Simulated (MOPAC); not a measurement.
MOPAC input (PM7):

```
PM7 PRECISE GNORM=0.05 LET XYZ UHF MS=0.5 GEO-OK AUX(PRECISION=9) THREADS=1
CaCl

Ca   -0.00000000 1   -0.00000000 1   -1.12308380 1
Cl    0.00000000 1    0.00000000 1    1.32127506 1
```

Output:

```
 *******************************************************************************
 **                                                                           **
 **                              MOPAC v23.2.5                                **
 **                                                                           **
 *******************************************************************************
 ** MOPAC's Digital Object Identifier: https://doi.org/10.5281/zenodo.6511958 **
 **                                                                           **
 ** Please cite the open-source release paper for use of this MOPAC version:  **
 ** J. E. Moussa and J. J. P. Stewart (2026)                                  **
 ** MOPAC: An open-source semiempirical molecular orbital program             **
 ** J. Open Source Softw., 11(119), 8025, https://doi.org/10.21105/joss.08025 **
 *******************************************************************************

                              PM7 CALCULATION RESULTS

 *******************************************************************************
 *  PM7        - The PM7 Hamiltonian to be used
 *  GEO-OK     - OVERRIDE INTERATOMIC DISTANCE AND OTHER SAFETY CHECKS
 *  UHF        - UNRESTRICTED HARTREE-FOCK CALCULATION
 *  MS=        - IN MECI, MAGNETIC COMPONENT OF SPIN =  0.5
 *  LET        - OVERRIDE SOME SAFETY CHECKS
 *  PRECISE    - TIGHTER CRITERIA TO BE USED
 *  XYZ        - CARTESIAN COORDINATE SYSTEM TO BE USED
 *  GNORM      - EXIT WHEN GRADIENT NORM DROPS BELOW 0.050
 *  AUX        - OUTPUT AUXILIARY INFORMATION
 *******************************************************************************
PM7 PRECISE GNORM=0.05 LET XYZ UHF MS=0.5 GEO-OK AUX(PRECISION=9) THREADS=1
 CaCl

   ATOM   CHEMICAL          X               Y               Z
  NUMBER   SYMBOL      (ANGSTROMS)     (ANGSTROMS)     (ANGSTROMS)

     1      Ca         -0.00000000  *  -0.00000000  *  -1.12308380  *
     2      Cl          0.00000000  *   0.00000000  *   1.32127506  *

          CARTESIAN COORDINATES

    NO.       ATOM           X           Y           Z

     1        Ca         -0.0000     -0.0000     -1.1231
     2        Cl          0.0000      0.0000      1.3213

 General Reference for PM7:
 "Optimization of Parameters for Semiempirical Methods VI: More Modifications to the
 NDDO Approximations and Re-optimization of Parameters", J. J. P. Stewart, J. Mol. Mod., 1:32, 19 (2013)
 https://link.springer.com/article/10.1007/s00894-012-1667-x

           Empirical Formula: Ca Cl  =     2 atoms

      MOLECULAR POINT GROUP   :   C*v

          UHF CALCULATION, NO. OF ALPHA ELECTRONS =    5
                           NO. OF BETA  ELECTRONS =    4

          Geometry optimization using EF

          DIAGONAL MATRIX USED AS START HESSIAN

 CYCLE:     1  GRAD.:     4.851 HEAT: -19.94772
 CYCLE:     2  GRAD.:     6.818 HEAT: -19.92052
 CYCLE:     3  GRAD.:     0.198 HEAT: -19.97088
 CYCLE:     4  GRAD.:     0.005 HEAT: -19.97092

     GRADIENT =  0.00535 IS LESS THAN CUTOFF =  0.05000

 -------------------------------------------------------------------------------
 PM7 PRECISE GNORM=0.05 LET XYZ UHF MS=0.5 GEO-OK AUX(PRECISION=9) THREADS=1
 CaCl

     GEOMETRY OPTIMISED USING EIGENVECTOR FOLLOWING (EF).
     SCF FIELD WAS ACHIEVED

                              PM7 CALCULATION
                                                       MOPAC v23.2.5 Linux

          FINAL HEAT OF FORMATION =        -19.97092 KCAL/MOL =     -83.55835 KJ/MOL

          COSMO AREA              =        102.89 SQUARE ANGSTROMS
          COSMO VOLUME            =         91.80 CUBIC ANGSTROMS

          GRADIENT NORM           =          0.00535          =       0.00379 PER ATOM
          IONIZATION POTENTIAL    =          7.167074 EV
          ALPHA SOMO LUMO (EV)    =         -7.167 -0.119
          BETA  SOMO LUMO (EV)    =        -10.054  0.296
          NO. OF ALPHA ELECTRONS  =          5
          NO. OF BETA  ELECTRONS  =          4
          MOLECULAR WEIGHT        =         75.5330         POINT GROUP:  C*v

          MOLECULAR DIMENSIONS (Angstroms)

            Atom       Atom       Distance
           Cl     2   Ca     1     2.45802
           Cl     2   Ca     1     0.00000
           Cl     2   Ca     1     0.00000

          SCF CALCULATIONS        =          5

   ATOM   CHEMICAL          X               Y               Z
  NUMBER   SYMBOL      (ANGSTROMS)     (ANGSTROMS)     (ANGSTROMS)

     1      Ca          0.00000000  *   0.00000000  *  -1.12991397  *
     2      Cl          0.00000000  *   0.00000000  *   1.32810523  *

                             CARTESIAN COORDINATES

   1   Ca        0.000000000     0.000000000    -1.129913968
   2   Cl        0.000000000     0.000000000     1.328105228

           Empirical Formula: Ca Cl  =     2 atoms

      MOLECULAR POINT GROUP   :   C*v

          ALPHA EIGENVALUES
 -24.61868 -11.49435 -10.10032 -10.10032  -7.16707  -0.11921  -0.11921   0.73967
  75.25548  75.55209  75.55209  76.46762  76.46762

           BETA EIGENVALUES
 -24.09350 -10.91365 -10.05431 -10.05431   0.29598   0.66656   0.66656   1.02401
  75.36167  75.61896  75.61896  76.48046  76.48046

              NET ATOMIC CHARGES AND DIPOLE CONTRIBUTIONS

  ATOM NO.   TYPE          CHARGE      No. of ELECS.   s-Pop       p-Pop       d-Pop
    1         Ca           0.712422        1.2876     0.99463     0.29295
    2         Cl          -0.712422        7.7124     1.99369     5.71783     0.00091
 DIPOLE           X         Y         Z       TOTAL
 POINT-CHG.    -0.000    -0.000    -8.411     8.411
 HYBRID         0.000     0.000     1.624     1.624
 SUM            0.000     0.000    -6.787     6.787

          ATOMIC ORBITAL ELECTRON POPULATIONS

     Atom    s        px        py        pz      x^2-y^2     xz        z^2       yz        xy
    1 Ca   0.99463   0.00192   0.00192   0.28911
    2 Cl   1.99369   1.99802   1.99802   1.72178   0.00000   0.00005   0.00081   0.00005   0.00000

                    (SZ)    =    0.500000
                    (S**2)  =    0.751382

          ATOMIC ORBITAL SPIN POPULATIONS

    Atom   Total    s     px     py     pz   x^2-y^2  xz     z^2    yz     xy
         Atomic
    1 Ca  0.9004  0.670  0.000  0.000  0.230
    2 Cl  0.0996  0.005 -0.000 -0.000  0.095  0.000  0.000  0.000  0.000  0.000

 **********************
 *                    *
 * JOB ENDED NORMALLY *
 *                    *
 **********************

 == MOPAC DONE ==
```
